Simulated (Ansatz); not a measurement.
Total energies of AlBGeH₆OSi, SMILES `[GeH3][SiH]1[BH][AlH][O]1`.

```xyz
11

Ge    1.934   -0.172   -0.709
Si   -0.080    0.803    0.129
B    -0.942   -0.286    1.591
Al   -2.411   -0.403    0.017
O    -1.354    0.587   -0.940
H     2.289    0.362   -2.108
H     1.786   -1.703   -0.815
H     3.106    0.125    0.244
H     0.154    2.251    0.410
H    -0.669   -0.647    2.691
H    -3.812   -0.917   -0.512
```

Total charge 0; spin multiplicity 1. Correlated methods include outer-core shells of Ge, which these sets cover unevenly. Scalar relativity is left out up to krypton. The geometry is a stationary point of PBE0-D4/def2-TZVP. Basis def2-TZVPP, the Gaussian-basis code of Ansatz.

RPA on PBE orbitals: Hartree–Fock energy of these orbitals -2709.25534 Eh, correlation -1.33555 Eh (frozen core).

```json
{"functional": "LDA (SPW92)", "energy without D4 (Eh)": "-2706.45139", "D4 term (kJ/mol)": "–"}
{"functional": "PBE", "energy without D4 (Eh)": "-2711.94720", "D4 term (kJ/mol)": "-28.0"}
{"functional": "revPBE", "energy without D4 (Eh)": "-2712.37227", "D4 term (kJ/mol)": "-70.4"}
{"functional": "BLYP", "energy without D4 (Eh)": "-2712.70249", "D4 term (kJ/mol)": "-59.5"}
{"functional": "r2SCAN", "energy without D4 (Eh)": "-2712.56552", "D4 term (kJ/mol)": "-6.6"}
{"functional": "B97M-V", "energy without D4 (Eh)": "-2712.16035", "D4 term (kJ/mol)": "–"}
{"functional": "B3LYP", "energy without D4 (Eh)": "-2712.77998", "D4 term (kJ/mol)": "-45.8"}
{"functional": "r2SCANh", "energy without D4 (Eh)": "-2712.54864", "D4 term (kJ/mol)": "-7.3"}
{"functional": "r2SCAN0", "energy without D4 (Eh)": "-2712.52509", "D4 term (kJ/mol)": "-8.1"}
{"functional": "HSE06 (plane-wave form)", "energy without D4 (Eh)": "-2712.04519", "D4 term (kJ/mol)": "-22.9"}
{"functional": "BHLYP", "energy without D4 (Eh)": "-2712.61412", "D4 term (kJ/mol)": "-40.5"}
{"functional": "LC-ωPBE", "energy without D4 (Eh)": "-2712.16435", "D4 term (kJ/mol)": "–"}
{"functional": "ωB97M-V", "energy without D4 (Eh)": "-2712.48261", "D4 term (kJ/mol)": "–"}
{"functional": "PBE-QIDH", "energy without D4 (Eh)": "-2711.54707", "D4 term (kJ/mol)": "–"}
```

Give the same for PBE0, CAM-B3LYP, ωB97X-V, B2PLYP. (An estimate is asked.)

Ansatz gave: 
```tsv
functional	energy without D4 (Eh)	D4 term (kJ/mol)
PBE0	-2712.06306	-24.1
CAM-B3LYP	-2712.76805	-25.2
ωB97X-V	-2712.37740	–
B2PLYP	-2711.99745	–
```

B3LYP takes the VWN-RPA correlation (the form of Gaussian; ORCA's B3LYP/G). HSE06 is the plane-wave form, built on full-range PBE exchange. The double hybrids freeze the cores in their second-order part.

LC-ωPBE has ω = 0.4 bohr⁻¹.
